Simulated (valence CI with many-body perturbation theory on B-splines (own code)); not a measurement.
Ho¹⁷⁺: one-electron terms

Level of theory: configuration interaction combined with many-body perturbation theory (CI+MBPT): four valence electrons over a frozen Dirac-Fock core [Kr] 4d10, radial functions for each j: 8 s, 8 p, 9 d, 9 f, 6 g, 3 h, 2 i, with the one-electron correlation potential Σ1, the two-electron term Σ2, the three-electron term Σ3, Breit, model QED; selected CI, second order for the rest (own B-spline code, finite nucleus).

No measured levels were compared; by estimate terms of the open shell hold to a few per cent of their energy, and close levels can change places. Core correlation moves these levels by up to 3400 cm⁻¹, and in measured spectra 5 to 20 % of such shifts remained as error; rates that hang on mixing are uncertain with them. Only levels of the ground parity were solved; by the run's estimate the other parity begins above the list, which can be wrong where configurations are misplaced.

These are the spectroscopic orbitals of the CI (the correlating ones are not listed), shaped by the core and the other valence electrons. h is the expectation value of the core's Dirac-Fock operator, without the valence repulsion; Σ1 is computed up to l = 3 at one energy for each symmetry, that of its lowest orbital but kept below the first core excitation, so for empty shells it is not the orbital's own correlation shift; Breit and QED include the response of the core.

```
Orbital  h (hartree)  Σ1 (cm⁻¹)  Breit (cm⁻¹)  QED (cm⁻¹)  ⟨r⟩ (bohr)
  5s1/2      -16.794     -19279          1607        1405       1.012
  6s1/2      -10.134      -5685           695         602       1.696
  7s1/2      -6.8264      -2699           382         334       2.526
  5p1/2      -15.563     -18402          2436       -10.3       1.057
  6p1/2      -9.5339      -5740          1106        -4.7       1.765
  7p1/2      -6.4861      -2783           621        -2.6       2.622
  5p3/2       -15.04     -16684          1383         114       1.097
  6p3/2      -9.2857      -5426           639        52.5       1.814
  7p3/2      -6.3473      -2673           392        29.9       2.682
  5d3/2      -13.029     -12273           715       -78.7       1.197
  6d3/2      -8.2987      -4845           382       -40.9       1.952
  7d3/2      -5.7769      -2520           225       -23.8       2.877
  5d5/2      -12.924     -11801           389       -36.7       1.209
  6d5/2      -8.2471      -4699           209       -19.0       1.966
  7d5/2      -5.7472      -2453           125       -11.1       2.892
  4f5/2      -18.726     -27753          -350        -259      0.5822
  5f5/2      -10.594      -8844          -2.9       -59.7       1.348
  4f7/2      -18.662     -27248         -1034        -207      0.5858
  5f7/2      -10.573      -8784          -174       -45.7       1.351
  5g7/2      -8.8841                    -41.5        -6.0       1.449
  5g9/2      -8.8836                    -63.8        -3.8       1.449
```

Among the shells of the start configuration 4f4, Σ1 is largest in size for 4f5/2, where it is 0.68 % of h.

Lowest root of each symmetry, sizes in configuration state functions:

| J | Parity | Roots | Reference | Variational | Second order | Change by selected CI (cm⁻¹) | Change by second order (cm⁻¹) |
| --- | --- | --- | --- | --- | --- | --- | --- |
| 0 | even | 3 | 27 | 9245 | 71808 | -7812 | -8 |
| 1 | even | 5 | 49 | 23186 | 104137 | -6728 | -5 |
| 2 | even | 11 | 86 | 25899 | 340057 | -6928 | -28 |
| 3 | even | 9 | 82 | 23428 | 290424 | -6749 | -62 |
| 4 | even | 12 | 93 | 24681 | 229876 | -5480 | -62 |
| 5 | even | 9 | 71 | 23902 | 201396 | -5392 | -67 |
| 6 | even | 8 | 60 | 24523 | 178288 | -5388 | -45 |
| 7 | even | 6 | 33 | 23445 | 145429 | -5433 | -29 |
| 8 | even | 6 | 22 | 24749 | 181714 | -5521 | -11 |
| 9 | even | 2 | 7 | 18031 | 76817 | -6292 | -9 |
| 10 | even | 2 | 3 | 13214 | 50812 | -6317 | -6 |
